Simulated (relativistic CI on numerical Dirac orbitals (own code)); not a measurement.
# Pd⁺: M2,3 absorption edge

Computed with this model: Dirac-Coulomb-Breit CI, KLI orbitals optimised for each configuration, QED by a radiative potential, valence Slater integrals scaled by 0.8, multiplet model of core-to-valence dipole absorption; configurations [Kr] 4d9 → [Ne] 3s2 3p5 3d10 4s2 4p6 4d10; 80 K; Lorentzian 2 eV and Gaussian 0.4 eV FWHM. Energies are those of the free ion, without screening or charge transfer. The branching ratio is the share of the lower-energy edge in the whole absorption, uncertain by about 0.02 where the edges overlap. S is read from ⟨S²⟩ = S(S + 1).

Field parameters in Wybourne normalisation: Oh B⁴₀ = 21Dq, B⁴₄ = √(5/14) B⁴₀. The field is a parameter set, without covalency.

Case Oh, 10Dq = 12100 cm⁻¹, the dichroism is that of the ground state at zero temperature, magnetised by exchange field 10 meV on Sz. The dichroism I(Δm = −1) − I(Δm = +1), over the sum of the three polarisations, integrates to -0.4488 on the lower edge and 0.1977 on the upper edge. The branching ratio is 0.802.

Problem. Use the orbital sum rule with 1 holes to get ⟨Lz⟩.

Solution. For a p → d edge ⟨Lz⟩ = 2 × n_h × (sum of both integrals) in this sign convention = -0.50; the ground state itself has ⟨Lz⟩ = -0.40 and ⟨Sz⟩ = -0.49. The rule assumes one radial integral for both edges, which relativistic orbitals only approach.
